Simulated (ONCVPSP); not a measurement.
## Ge, ONCV: configuration errors across variants

```
Element                 : Ge
Generator               : ONCVPSP 4.0.1
Type                    : optimised norm-conserving Vanderbilt (ONCV)
Functional              : PBE
Relativity              : scalar-relativistic
Frozen core             : [Ar] 3d10
Valence charge          : 4
Reference configuration : 4s2 4p2
Partial waves           : 4s: rc 1.35 bohr, ncon 3, nbas 8, qcut 6.1 1/bohr, 1 projector; 4p: rc 1.35 bohr, ncon 3, nbas 6, qcut 5.6 1/bohr, local
Local potential         : the p channel
Core correction         : polynomial model core, fcfact 0.45
```

All-electron excitation energies from the reference (eV): (1) 4s2 4p1 7.444; (2) 4s2 4p0 22.883; (3) 4s1 4p0 57.675; (4) 4s0 4p4 16.196.

A true bound ghost makes a file unfit for plane-wave use even where its test errors are small: the radial tests pick states by their node count and pass the ghost by.

Errors AE − PS in meV (a dash: test not solved or not reliable):

```tsv
change	(1)	(2)	(3)	(4)	bound ghosts	GHOST(+) flags above zero
base	-6.6	-53	-263	-27	s	none
core correction polynomial model core, fcfact 0.18	-6.9	-54	-256	-22	s	none
core correction polynomial model core, fcfact 0.34	-6.6	-52	-257	-26	s	none
core correction polynomial model core, fcfact 0.48	-6.6	-53	-265	-27	s	none
core correction polynomial model core, fcfact 0.84	-6.7	-54	-278	-29	s	none
core correction polynomial model core, fcfact 1.06	-6.7	-54	-280	-30	s	none
core correction polynomial model core, fcfact 1.18	-6.8	-54	-283	-30	s	none
```

Q: Give the same row for: core correction polynomial model core, fcfact 0.68.

A: -6.7, -54, -272, -28; bound ghosts: s; GHOST(+) flags above zero: none.
